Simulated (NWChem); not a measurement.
The numbers come from NWChem runs, not from measurements. System: C$_{2}$H$_{4}$F (+1), charge 1, spin multiplicity 1, at a geometry optimised with PBE0/def2-SVP. The structure started from a generated list of species. Level: EOM-CCSD/def2-SVPD, 3 core orbitals frozen.

Job file:

```
start mol
memory heap 100 mb stack 700 mb global 1900 mb
charge 1
geometry units angstroms nocenter noautoz
  C     -0.128769    -1.168455     0.000000
  C     -0.382701     0.231499     0.000000
  F      0.544779     1.065149     0.000000
  H     -0.687589    -1.602074    -0.861112
  H     -0.687589    -1.602074     0.861112
  H      0.933783    -1.441601     0.000000
  H     -1.392789     0.681141     0.000000
  symmetry group Cs
end
basis spherical
  * library def2-svpd
end
scf
  rhf
  nopen 0
  maxiter 100
  thresh 1e-7
  semidirect memsize 60000000 filesize 0
end
tce
  freeze core 3
  ccsd
  nroots 2
  2eorb
  2emet 13
  thresh 1e-5
  maxiter 200
  tilesize 24
end
task tce energy
```

Part of the output:

```
             Northwest Computational Chemistry Package (NWChem) 7.3.0
             --------------------------------------------------------

                                NWChem Input Module
                                -------------------

 Scaling coordinates for geometry "geometry" by  1.889725989
 (inverse scale =  0.529177249)

 Turning off AUTOSYM since
 SYMMETRY directive was detected!

                             Geometry "geometry" -> ""
                             -------------------------

 Output coordinates in angstroms (scale by  1.889725989 to convert to a.u.)

  No.       Tag          Charge          X              Y              Z
 ---- ---------------- ---------- -------------- -------------- --------------
    1 C                    6.0000    -0.12876900    -1.16845500     0.00000000
    2 C                    6.0000    -0.38270100     0.23149900     0.00000000
    3 F                    9.0000     0.54477900     1.06514900     0.00000000
    4 H                    1.0000    -0.68758900    -1.60207400    -0.86111200
    5 H                    1.0000    -0.68758900    -1.60207400     0.86111200
    6 H                    1.0000     0.93378300    -1.44160100     0.00000000
    7 H                    1.0000    -1.39278900     0.68114100     0.00000000

 Effective nuclear repulsion energy (a.u.)      74.8906739036

            Nuclear Dipole moment (a.u.)
            ----------------------------
        X                 Y               Z
 ---------------- ---------------- ----------------
     0.0000132281    -0.0000056692     0.0000000000

      Symmetry information
      --------------------

 Group name             Cs
 Group number              2
 Group order               2
 No. of unique centers     6

      Symmetry unique atoms

     1    2    3    4    6    7


 Summary of "ao basis" -> "" (spherical)
 ------------------------------------------------------------------------------
       Tag                 Description            Shells   Functions and Types
 ---------------- ------------------------------  ------  ---------------------
[...]
    13a"  (alpha)    13a"  (beta ) ---     8a"  (alpha)     8a"  (beta )       -0.2206955105

 =========================================
 Excited-state calculation ( a"  symmetry)
 =========================================
 Dim. of EOMCC iter. space      500

 EOMCCSD SOLVER TYPE  1
  maxdiff =   0.64494620585993123

 No. of initial right vectors    2

 EOM-CCSD right-hand side iterations
 --------------------------------------------------------------
      Residuum       Omega / hartree  Omega / eV    Cpu    Wall
 --------------------------------------------------------------

 Iteration   1 using    2 trial vectors
   0.7635596868772   0.3798494841055   10.33623
   0.7562353856005   0.4428450539308   12.05043     3.1     3.1

 Iteration   2 using    4 trial vectors
   0.1724229249756   0.2421473157079    6.58917
   0.1635486495648   0.2936636314684    7.99100     2.9     2.9

 Iteration   3 using    6 trial vectors
   0.0864159998781   0.2314316949533    6.29758
   0.0658440428592   0.2837736241254    7.72188     2.5     2.5

 Iteration   4 using    8 trial vectors
   0.0424249838581   0.2272114388396    6.18274
   0.0292054716506   0.2818104934071    7.66846     2.3     2.3

 Iteration   5 using   10 trial vectors
   0.0292434549437   0.2251486096246    6.12661
   0.0169697771972   0.2810138370466    7.64678     2.3     2.3

 Iteration   6 using   12 trial vectors
   0.0156758026306   0.2247380914560    6.11544
   0.0104232917428   0.2807142978411    7.63863     2.4     2.4

 Iteration   7 using   14 trial vectors
   0.0074875285193   0.2246731450709    6.11367
   0.0054008504092   0.2806715138606    7.63746     2.4     2.4

 Iteration   8 using   16 trial vectors
   0.0028173694157   0.2246354670209    6.11264
   0.0021691825616   0.2806661990095    7.63732     2.5     2.5

 Iteration   9 using   18 trial vectors
   0.0011897201382   0.2246499734015    6.11304
   0.0009090507084   0.2806613329512    7.63719     2.4     2.4

 Iteration  10 using   20 trial vectors
   0.0004769065130   0.2246474527298    6.11297
   0.0004286432670   0.2806611838376    7.63718     2.3     2.3

 Iteration  11 using   22 trial vectors
   0.0001963586220   0.2246460929364    6.11293
   0.0001999799642   0.2806603193337    7.63716     2.3     2.3

 Iteration  12 using   24 trial vectors
   0.0000799412820   0.2246463016030    6.11294
   0.0000900425742   0.2806602578269    7.63716     2.5     2.5

 Iteration  13 using   26 trial vectors
   0.0000330396257   0.2246462089780    6.11294
   0.0000375200598   0.2806603224382    7.63716     2.4     2.4

 Iteration  14 using   28 trial vectors
   0.0000132880841   0.2246463913298    6.11294
   0.0000146248032   0.2806603054293    7.63716     2.2     2.2

 Iteration  15 using   30 trial vectors
   0.0000051180693   0.2246464177256    6.11294
   0.0000060005713   0.2806603194487    7.63716     2.3     2.3
 --------------------------------------------------------------
 Iterations converged
 ------------------

 Excited state root  1
 Excitation energy / hartree =        0.224646417725610
                   / eV      =        6.112942655177628
 largest EOMCCSD amplitudes: R1 and R2

 Singles contributions
    13a"  (alpha) ---     9a'  (alpha)       -0.1907010548
    13a"  (alpha) ---    10a'  (alpha)       -0.8000018806
    13a"  (alpha) ---    11a'  (alpha)        0.4153798981

 Doubles contributions
 ------------------

 Excited state root  2
 Excitation energy / hartree =        0.280660319448744
                   / eV      =        7.637159122072299
 largest EOMCCSD amplitudes: R1 and R2

 Singles contributions
    13a"  (alpha) ---     7a'  (alpha)       -0.1077613559
    13a"  (alpha) ---    10a'  (alpha)        0.3963184502
    13a"  (alpha) ---    11a'  (alpha)        0.8137893864

 Doubles contributions

 Task  times  cpu:      148.4s     wall:      148.4s

 Total times  cpu:      148.4s     wall:      148.4s
```
